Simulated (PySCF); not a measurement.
# Ionising GeH

UHF-CCSD; Ge cc-pVDZ-PP with ECP10, H cc-pVDZ; scalar-relativistic core potentials (PySCF 2.14). Neutral (UHF): doublet (π ↑), Re = 1.601 Å, ωe = 1893 cm⁻¹, De = 2.67 eV.

GeH⁺ (RHF): singlet (closed shell), Re = 1.583 Å, ωe = 2016 cm⁻¹, De = 2.90 eV to Ge⁺ + H. The energies at the minima are -294.01020 hartree for GeH and -293.73563 for GeH⁺.

Q: Work out the adiabatic ionisation energy, without and with harmonic zero-point energies (1 hartree = 27.2114 eV, 1 eV = 8065.5 cm⁻¹), and the change of the bond length.

A: At CCSD: 0.27457 hartree = 7.471 eV between the minima; the zero-point term (2016.0 − 1893.0)/2 cm⁻¹ = +0.008 eV makes it 7.479 eV. Re changes by -1.8 pm against the neutral. The electron leaves a π orbital, which is non-bonding in a hydride.

Correlated steps freeze 4 core orbitals. Correlated levels converge slowly with the basis: in double zeta they bind strong bonds too weakly, by up to about 1 eV, and carry superposition errors of some tenths. For an ion De counts to the pair picked by the measured ionisation energies or electron affinities, which need not be the lowest pair at this level. Where the molecule has an RHF reference, its open-shell atoms are computed with UHF. States were picked by a PBE0 search and need not be the measured ground states.

Neutral and ion stand on different kinds of reference determinant, which adds to the error of the difference.
